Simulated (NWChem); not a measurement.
System: MgSiH₃Cl; SMILES [Mg]([SiH3])[Cl]

Excerpt of the output:

```
             Northwest Computational Chemistry Package (NWChem) 7.3.0
             --------------------------------------------------------

 C3  symmetry detected

                             Geometry "geometry" -> ""
                             -------------------------

 Output coordinates in angstroms (scale by  1.889725989 to convert to a.u.)

  No.       Tag          Charge          X              Y              Z
 ---- ---------------- ---------- -------------- -------------- --------------
    1 Mg                  12.0000     0.00000000     0.00000000     0.16697802
    2 Cl                  17.0000    -0.00000000     0.00000000     2.37814550
    3 Si                  14.0000    -0.00000000     0.00000000    -2.39653915
    4 H                    1.0000    -1.36613830     0.25969645    -2.96022054
    5 H                    1.0000     0.45816543    -1.31295870    -2.96022054
    6 H                    1.0000     0.90797287     1.05326225    -2.96022054

 Effective nuclear repulsion energy (a.u.)     135.8080641868

      Symmetry information
      --------------------

 Group name             C3
 Group number              5
 Group order               3
 No. of unique centers     4

                                Z-matrix (autoz)
                                --------

 Units are Angstrom for bonds and degrees for angles

      Type          Name      I     J     K     L     M      Value
      ----------- --------  ----- ----- ----- ----- ----- ----------
    1 Stretch                  1     2                       2.21117
    2 Stretch                  1     3                       2.56352
    3 Stretch                  3     4                       1.50050
    4 Stretch                  3     5                       1.50050
    5 Stretch                  3     6                       1.50050
    6 Bend                     1     3     4               112.06519
    7 Bend                     1     3     5               112.06519
    8 Bend                     1     3     6               112.06519
    9 Bend                     2     3     4               112.06519
   10 Bend                     2     3     5               112.06519
   11 Bend                     2     3     6               112.06519
   12 Bend                     4     3     5               106.75728
   13 Bend                     4     3     6               106.75728
   14 Bend                     5     3     6               106.75728
   15 Torsion                  2     1     4     3         180.00000
   16 Torsion                  2     1     5     3        -180.00000
   17 Torsion                  2     1     6     3        -180.00000

  xc_inp: hfexch multiplicative factor not found.

                           NWChem Geometry Optimization
                           ----------------------------

 maximum gradient threshold         (gmax) =   0.000450
 rms gradient threshold             (grms) =   0.000300
 maximum cartesian step threshold   (xmax) =   0.001800
 rms cartesian step threshold       (xrms) =   0.001200
 fixed trust radius                (trust) =   0.300000
 source of zmatrix                         =   autoz

          -------------------
          Energy Minimization
          -------------------

 Using diagonal initial Hessian
 Scaling for Hessian diagonals: bonds = 1.00  angles = 0.25  torsions = 0.10

          --------
          Step   0

                                 NWChem DFT Module
                                 -----------------

 Summary of "ao basis" -> "ao basis" (spherical)
 ------------------------------------------------------------------------------
       Tag                 Description            Shells   Functions and Types
 ---------------- ------------------------------  ------  ---------------------
 Mg                          6-31g*                  8       18   4s3p1d
 Cl                          6-31g*                  8       18   4s3p1d
 Si                          6-31g*                  8       18   4s3p1d
 H                           6-31g*                  2        2   2s

      Symmetry analysis of basis
      --------------------------

        a          26
        e+         17
        e-         17

  Rotation of axis

            General Information
            -------------------
          SCF calculation type: DFT
          Wavefunction type:  closed shell.
          No. of atoms     :     6
          No. of electrons :    46
           Alpha electrons :    23
            Beta electrons :    23
          Charge           :     0
          Spin multiplicity:     1
          Use of symmetry is: on ; symmetry adaption is: on
          Maximum number of iterations: 150
          AO basis - number of functions:    60
                     number of shells:    30
          Convergence on energy requested:  1.00D-06
          Convergence on density requested:  1.00D-05
          Convergence on gradient requested:  5.00D-04

              XC Information
              --------------
                     Hartree-Fock (Exact) Exchange  1.000

      Superposition of Atomic Density Guess
      -------------------------------------

 Sum of atomic energies:        -949.35780715

      Non-variational initial energy
      ------------------------------

 Total energy =    -949.749668
 1-e energy   =   -1587.084725
 2-e energy   =     501.526993
 HOMO         =      -0.300089
 LUMO         =      -0.028531

      Symmetry analysis of molecular orbitals - initial
      -------------------------------------------------

  Numbering of irreducible representations:

     1 a           2 e+          3 e-

  Orbital symmetries:

     1 a           2 a           3 a           4 a           5 a
     6 e+          7 e+          8 a           9 e+         10 e+
    11 a          12 a          13 a          14 e+         15 e+
    16 a          17 a          18 a          19 e+         20 e+
    21 e+         22 e+         23 a          24 a          25 e+
    26 e+         27 a          28 e+         29 e+         30 a
    31 a          32 e+         33 e+

   convergence    iter        energy       DeltaE   RMS-Dens  Diis-err
 ---------------- ----- ----------------- --------- --------- ---------
 d= 0,ls=0.0,diis     1   -949.7601049980 -1.09D+03  1.08D-02  1.75D-01
 d= 0,ls=0.0,diis     2   -949.8065659986 -4.65D-02  3.00D-03  2.37D-02
 d= 0,ls=0.0,diis     3   -949.8115418587 -4.98D-03  1.43D-03  1.49D-03
 d= 0,ls=0.0,diis     4   -949.8122625822 -7.21D-04  2.41D-04  3.88D-05
 d= 0,ls=0.0,diis     5   -949.8122839012 -2.13D-05  7.39D-05  3.13D-06
  Resetting Diis
 d= 0,ls=0.0,diis     6   -949.8122855113 -1.61D-06  2.16D-05  1.72D-07
 d= 0,ls=0.0,diis     7   -949.8122856096 -9.83D-08  2.46D-06  4.79D-09

         Total DFT energy =     -949.812285609596
      One electron energy =    -1589.257270321652
           Coulomb energy =      568.761116409407
    Exchange-Corr. energy =      -65.124195884161
 Nuclear repulsion energy =      135.808064186809

 Numeric. integr. density =        0.000000000000

                  Occupations of the irreducible representations
                  ----------------------------------------------

                     irrep           alpha         beta
                     --------     --------     --------
                     a                13.0         13.0
                     e+               10.0         10.0
                     e-                0.0          0.0

                       DFT Final Molecular Orbital Analysis
                       ------------------------------------

 Vector   21  Occ=2.000000D+00  E=-4.345211D-01  Symmetry=e+
              MO Center= -2.1D-04, -7.1D-05,  2.3D+00, r^2= 1.3D+00
   Bfn.  Coefficient  Atom+Function         Bfn.  Coefficient  Atom+Function
  ----- ------------  ---------------      ----- ------------  ---------------
    25      0.618021  2 Cl px                29      0.367495  2 Cl px
    26     -0.297381  2 Cl py                21     -0.241574  2 Cl px
    30     -0.176832  2 Cl py                22      0.116241  2 Cl py
     7      0.059741  1 Mg px                17     -0.046058  1 Mg d  1
     3     -0.030059  1 Mg px                 8     -0.028746  1 Mg py

 Vector   22  Occ=2.000000D+00  E=-4.345211D-01  Symmetry=e+
              MO Center=  2.1D-04,  7.1D-05,  2.3D+00, r^2= 1.3D+00
   Bfn.  Coefficient  Atom+Function         Bfn.  Coefficient  Atom+Function
  ----- ------------  ---------------      ----- ------------  ---------------
    26      0.618021  2 Cl py                30      0.367495  2 Cl py
    25      0.297381  2 Cl px                22     -0.241574  2 Cl py
    29      0.176832  2 Cl px                21     -0.116241  2 Cl px
     8      0.059741  1 Mg py                15      0.046058  1 Mg d -1
     4     -0.030059  1 Mg py                 7      0.028746  1 Mg px

 Vector   23  Occ=2.000000D+00  E=-3.591096D-01  Symmetry=a
              MO Center= -2.2D-16, -1.3D-16, -1.4D+00, r^2= 3.0D+00
   Bfn.  Coefficient  Atom+Function         Bfn.  Coefficient  Atom+Function
  ----- ------------  ---------------      ----- ------------  ---------------
    45      0.402618  3 Si pz                 6      0.301409  1 Mg s
     9     -0.283604  1 Mg pz                49      0.174175  3 Si pz
    41     -0.163636  3 Si pz                27      0.160715  2 Cl pz
     2     -0.125442  1 Mg s                 56     -0.122021  4 H  s
    58     -0.122021  5 H  s                 60     -0.122021  6 H  s

[...]

      ----------------------
      Optimization converged
      ----------------------

  Step       Energy      Delta E   Gmax     Grms     Xrms     Xmax
  ---- ---------------- -------- -------- -------- -------- --------
@    4    -949.81273919 -9.4D-08  0.00010  0.00003  0.00023  0.00058
                                     ok       ok       ok       ok

                                Z-matrix (autoz)
                                --------

 Units are Angstrom for bonds and degrees for angles

      Type          Name      I     J     K     L     M      Value     Gradient
      ----------- --------  ----- ----- ----- ----- ----- ---------- ----------
    1 Stretch                  1     2                       2.21621    0.00010
    2 Stretch                  1     3                       2.59587   -0.00003
    3 Stretch                  3     4                       1.48296   -0.00001
    4 Stretch                  3     5                       1.48296   -0.00001
    5 Stretch                  3     6                       1.48296   -0.00001
    6 Bend                     1     3     4               112.00860   -0.00001
    7 Bend                     1     3     5               112.00860   -0.00001
    8 Bend                     1     3     6               112.00860   -0.00001
    9 Bend                     2     3     4               112.00860   -0.00001
   10 Bend                     2     3     5               112.00860   -0.00001
   11 Bend                     2     3     6               112.00860   -0.00001
   12 Bend                     4     3     5               106.81895    0.00001
   13 Bend                     4     3     6               106.81895    0.00001
   14 Bend                     5     3     6               106.81895    0.00001
   15 Torsion                  2     1     4     3        -180.00000    0.00000
   16 Torsion                  2     1     5     3         180.00000   -0.00000
   17 Torsion                  2     1     6     3        -180.00000    0.00000

                         Geometry "geometry" -> "geometry"
                         ---------------------------------

 Output coordinates in angstroms (scale by  1.889725989 to convert to a.u.)

  No.       Tag          Charge          X              Y              Z
 ---- ---------------- ---------- -------------- -------------- --------------
    1 Mg                  12.0000     0.00000000     0.00000000     0.18373339
    2 Cl                  17.0000     0.00000000    -0.00000000     2.39994091
    3 Si                  14.0000     0.00000000     0.00000000    -2.41213747
    4 H                    1.0000    -1.35070735     0.25676310    -2.96787136
    5 H                    1.0000     0.45299031    -1.29812843    -2.96787136
    6 H                    1.0000     0.89771704     1.04136533    -2.96787136

 Effective nuclear repulsion energy (a.u.)     135.1949580797

      Symmetry information
      --------------------

 Group name             C3
 Group number              5
 Group order               3
 No. of unique centers     4

                Final and change from initial internal coordinates
                --------------------------------------------------

                                Z-matrix (autoz)
                                --------

 Units are Angstrom for bonds and degrees for angles

[...]

 Rotational Constants
 --------------------
 A=   2.949540 cm-1  (  4.243636 K)
 B=   0.042903 cm-1  (  0.061727 K)
 C=   0.042903 cm-1  (  0.061727 K)

 Temperature                      =   298.15K
 frequency scaling parameter      =   1.0000

 Zero-Point correction to Energy  =   16.986 kcal/mol  (  0.027068 au)
 Thermal correction to Energy     =   20.518 kcal/mol  (  0.032697 au)
 Thermal correction to Enthalpy   =   21.110 kcal/mol  (  0.033641 au)

 Total Entropy                    =   73.616 cal/mol-K
   - Translational                =   39.385 cal/mol-K (mol. weight =  89.9543)
   - Rotational                   =   23.006 cal/mol-K (symmetry #  =        3)
   - Vibrational                  =   11.225 cal/mol-K

 Cv (constant volume heat capacity) =   16.627 cal/mol-K
   - Translational                  =    2.979 cal/mol-K
   - Rotational                     =    2.979 cal/mol-K
   - Vibrational                    =   10.669 cal/mol-K

[normal modes left out]

 ----------------------------------------------------------------------------
 Normal Eigenvalue ||           Projected Infra Red Intensities
  Mode   [cm**-1]  || [atomic units] [(debye/angs)**2] [(KM/mol)] [arbitrary]
 ------ ---------- || -------------- ----------------- ---------- -----------
    1       -0.000 ||    0.000035           0.001         0.034       0.005
    2       -0.000 ||    0.000159           0.004         0.155       0.021
    3       -0.000 ||    0.000125           0.003         0.122       0.016
    4        0.000 ||    0.000126           0.003         0.123       0.016
    5        0.000 ||    0.000000           0.000         0.000       0.000
    6        0.000 ||    0.000191           0.004         0.186       0.025
    7       94.294 ||    0.041105           0.948        40.071       5.316
    8       94.294 ||    0.041105           0.948        40.071       5.316
    9      266.304 ||    0.004002           0.092         3.902       0.518
   10      444.029 ||    0.000572           0.013         0.558       0.074
   11      444.029 ||    0.000572           0.013         0.558       0.074
   12      538.495 ||    0.122304           2.822       119.228      15.816
   13      957.204 ||    0.445913          10.288       434.698      57.665
   14     1034.276 ||    0.073781           1.702        71.925       9.541
   15     1034.276 ||    0.073781           1.702        71.925       9.541
   16     2325.779 ||    0.210073           4.847       204.790      27.167
   17     2325.779 ||    0.210073           4.847       204.790      27.167
   18     2328.565 ||    0.167989           3.876       163.764      21.724
 ----------------------------------------------------------------------------
```

Level: Hartree-Fock/6-31G* (spherical d). 

Problem. Write an input that gives this output.

Solution. One answer among several that fit: the input that was run:
```
start job
memory heap 200 mb stack 900 mb global 1100 mb
geometry units angstroms
  Mg    -0.050464    -0.307855     0.000077
  Cl    -0.397051    -2.491691    -0.000383
  Si     0.349478     2.224272     0.000583
  H     -0.929248     2.995617    -0.145894
  H      1.245351     2.654409    -1.123648
  H      0.994478     2.693393     1.271557
end
basis spherical
  Mg library 6-31g*
  Cl library 6-31g*
  Si library 6-31g*
  H library 6-31g*
end
dft
  xc hfexch
  iterations 150
end
driver
  maxiter 120
end
task dft optimize
task dft freq
```
